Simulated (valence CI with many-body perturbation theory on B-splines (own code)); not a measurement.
E1 line list for Ce⁵³⁺

Computed by relativistic CI+MBPT: three valence electrons over a frozen Dirac-Fock core [He], radial functions for each j: 11 s, 11 p, 10 d, 8 f, 5 g, 2 h, with the one-electron correlation potential Σ1, the two-electron term Σ2, the three-electron term Σ3, Breit, model QED; selected CI, second order for the rest, scaled by the run's own slope (own B-spline code, finite nucleus).

The last digits are not significant, and no measured levels were compared; by estimate large intervals hold to a few tenths of a per cent, small ones and those within an open d or f shell to about a per cent.

Lines 201 to 250 of 555 in falling wavelength, among levels below 8812.8 eV, chosen from the strongest by gf and those to the six lowest levels. Wavelengths and rates use the calculated energies. Electric multipoles are in the length gauge, E1 and E2 with the static RPA response of the core. Weak lines are less certain than strong ones. Lines between different terms over intervals too small for the method are left out, as are lines whose strength nearly cancels. The highest levels of a list are the least certain.

Levels are named by their leading jj configuration (3d3/2^4 stands for four electrons in 3d with j = 3/2), which in mixed levels can hold well under half, so a name can repeat and another be missing. Letters in brackets count levels of one name in rising energy.

| λ vac (nm) | Upper | Lower | A (s⁻¹) | S (a.u.) |
| --- | --- | --- | --- | --- |
| 1.784 | (2s 2p3/2 3p3/2) J=1/2 [b] | (2s^2 3p3/2) J=3/2 | 1.19e+12 | 6.65e-03 |
| 1.781 | (2s 2p3/2 3d3/2) J=1/2 [b] | (2s^2 3d3/2) J=3/2 | 1.16e+12 | 6.44e-03 |
| 1.778 | (2p3/2^2 3s) J=3/2 | (2s 2p3/2 3s) J=3/2 [a] | 8.13e+11 | 9.02e-03 |
| 1.770 | (2p3/2^2 3d3/2) J=7/2 | (2s 2p3/2 3d3/2) J=7/2 | 7.06e+11 | 1.55e-02 |
| 1.769 | (2p3/2^2 3p3/2) J=7/2 | (2s 2p3/2 3p3/2) J=7/2 | 7.98e+11 | 1.74e-02 |
| 1.768 | (2p3/2^2 3p1/2) J=3/2 | (2s 2p3/2 3p1/2) J=3/2 [a] | 8.52e+11 | 9.30e-03 |
| 1.768 | (2p3/2^2 3p1/2) J=5/2 | (2s 2p3/2 3p1/2) J=5/2 | 8.74e+11 | 1.43e-02 |
| 1.766 | (2p3/2^2 3d5/2) J=7/2 | (2s 2p3/2 3d5/2) J=9/2 | 2.48e+11 | 5.40e-03 |
| 1.764 | (2p3/2^2 3d5/2) J=9/2 | (2s 2p3/2 3d5/2) J=9/2 | 7.42e+11 | 2.01e-02 |
| 1.763 | (2s 2p3/2 3p3/2) J=5/2 [a] | (2s 2p1/2 3s) J=3/2 | 3.24e+11 | 5.26e-03 |
| 1.762 | (2p1/2 2p3/2^2) J=3/2 | (2s 2p1/2 2p3/2) J=5/2 | 1.19e+11 | 1.29e-03 |
| 1.757 | (2s 2p1/2 2p3/2) J=1/2 | (2s^2 2p1/2) J=1/2 | 1.49e+12 | 7.99e-03 |
| 1.755 | (2s 2p1/2 2p3/2) J=3/2 [b] | (2s^2 2p1/2) J=1/2 | 1.24e+12 | 1.32e-02 |
| 1.752 | (2p3/2^2 3d5/2) J=5/2 [a] | (2s 2p3/2 3d5/2) J=7/2 [a] | 4.35e+11 | 6.93e-03 |
| 1.752 | (2p3/2^2 3d3/2) J=5/2 | (2s 2p3/2 3d3/2) J=5/2 [a] | 4.51e+11 | 7.19e-03 |
| 1.750 | (2p3/2^2 3s) J=5/2 | (2s 2p3/2 3s) J=5/2 | 8.53e+11 | 1.35e-02 |
| 1.742 | (2p1/2 2p3/2^2) J=1/2 | (2s 2p1/2 2p3/2) J=3/2 [b] | 1.54e+12 | 8.04e-03 |
| 1.741 | (2p1/2 2p3/2^2) J=1/2 | (2s 2p1/2 2p3/2) J=1/2 | 6.60e+11 | 3.44e-03 |
| 1.731 | (2s 2p3/2^2) J=1/2 | (2s^2 2p3/2) J=3/2 | 1.22e+12 | 6.24e-03 |
| 1.728 | (2s 2p3/2^2) J=3/2 | (2s^2 2p3/2) J=3/2 | 2.12e+12 | 2.16e-02 |
| 1.728 | (2p1/2^2 2p3/2) J=3/2 | (2s 2p1/2^2) J=1/2 | 9.13e+11 | 9.30e-03 |
| 1.712 | (2p1/2 2p3/2^2) J=5/2 | (2s 2p1/2 2p3/2) J=5/2 | 9.04e+11 | 1.34e-02 |
| 1.681 | (2p1/2 2p3/2^2) J=3/2 | (2s 2p1/2 2p3/2) J=3/2 [a] | 1.02e+12 | 9.53e-03 |
| 1.644 | (2p3/2^3) J=3/2 | (2s 2p3/2^2) J=5/2 | 6.16e+11 | 5.40e-03 |
| 1.635 | (2p1/2 2p3/2^2) J=5/2 | (2s 2p1/2 2p3/2) J=3/2 [a] | 1.89e+10 | 2.45e-04 |
| 0.6522 | (2s 2p1/2 4p1/2) J=3/2 | (2s 2p1/2 3d3/2) J=5/2 | 3.83e+12 | 2.10e-03 |
| 0.6505 | (2s 2p1/2 4p3/2) J=3/2 [b] | (2s 2p1/2 3d5/2) J=5/2 [b] | 3.06e+12 | 1.66e-03 |
| 0.6497 | (2p1/2^2 4p3/2) J=3/2 | (2p1/2^2 3d5/2) J=5/2 | 3.65e+12 | 1.98e-03 |
| 0.6494 | (2p1/2^2 4s) J=1/2 | (2p1/2^2 3p3/2) J=3/2 | 1.74e+13 | 4.70e-03 |
| 0.6492 | (2s^2 4f7/2) J=7/2 | (2s 2p1/2 3p3/2) J=5/2 | 1.64e+12 | 1.77e-03 |
| 0.6491 | (2s 2p1/2 4s) J=3/2 | (2s 2p1/2 3p3/2) J=3/2 [b] | 3.60e+12 | 1.94e-03 |
| 0.6484 | (2s 2p1/2 4p3/2) J=3/2 [a] | (2s 2p1/2 3d5/2) J=5/2 [a] | 3.32e+12 | 1.79e-03 |
| 0.6481 | (2s 2p1/2 4s) J=3/2 | (2s 2p1/2 3p3/2) J=5/2 | 1.31e+13 | 7.06e-03 |
| 0.6480 | (2s 2p1/2 4s) J=1/2 [a] | (2s 2p1/2 3p3/2) J=3/2 [a] | 1.74e+13 | 4.68e-03 |
| 0.6476 | (2s^2 4s) J=1/2 | (2s^2 3p3/2) J=3/2 | 1.65e+13 | 4.43e-03 |
| 0.6475 | (2s^2 4p3/2) J=3/2 | (2s^2 3d5/2) J=5/2 | 3.68e+12 | 1.97e-03 |
| 0.6473 | (2s 2p1/2 4s) J=1/2 [b] | (2s 2p1/2 3p3/2) J=3/2 [b] | 1.01e+13 | 2.70e-03 |
| 0.6472 | (2s 2p1/2 4p3/2) J=5/2 | (2s 2p1/2 3d5/2) J=7/2 | 3.16e+12 | 2.54e-03 |
| 0.6417 | (2s 2p1/2 4f7/2) J=7/2 [a] | (2s 2p1/2 3d5/2) J=5/2 [b] | 6.52e+12 | 6.80e-03 |
| 0.6362 | (2s 2p1/2 4f5/2) J=7/2 | (2s 2p1/2 3d5/2) J=5/2 [b] | 4.12e+12 | 4.19e-03 |
| 0.6361 | (2s 2p1/2 4f5/2) J=5/2 [b] | (2s 2p1/2 3d5/2) J=3/2 | 3.52e+12 | 2.68e-03 |
| 0.6360 | (2p1/2^2 4f5/2) J=5/2 | (2p1/2^2 3d5/2) J=5/2 | 7.78e+12 | 5.92e-03 |
| 0.6360 | (2s 2p1/2 4f5/2) J=5/2 [b] | (2s 2p1/2 3d5/2) J=5/2 [b] | 3.53e+12 | 2.69e-03 |
| 0.6339 | (2s 2p1/2 4f5/2) J=5/2 [a] | (2s 2p1/2 3d5/2) J=5/2 [a] | 6.93e+12 | 5.23e-03 |
| 0.6333 | (2s 2p1/2 4f7/2) J=5/2 | (2s 2p1/2 3d5/2) J=3/2 | 1.02e+14 | 7.70e-02 |
| 0.6333 | (2s 2p1/2 4f7/2) J=7/2 [b] | (2s 2p1/2 3d5/2) J=5/2 [b] | 1.01e+14 | 1.01e-01 |
| 0.6333 | (2s 2p1/2 4f7/2) J=5/2 | (2s 2p1/2 3d5/2) J=5/2 [b] | 1.12e+13 | 8.39e-03 |
| 0.6332 | (2p1/2^2 4f7/2) J=7/2 | (2p1/2^2 3d5/2) J=5/2 | 1.17e+14 | 1.17e-01 |
| 0.6328 | (2s 2p1/2 4f5/2) J=7/2 | (2s 2p1/2 3d5/2) J=7/2 | 8.03e+12 | 8.04e-03 |
| 0.6321 | (2s^2 4f5/2) J=5/2 | (2s^2 3d5/2) J=5/2 | 7.81e+12 | 5.84e-03 |
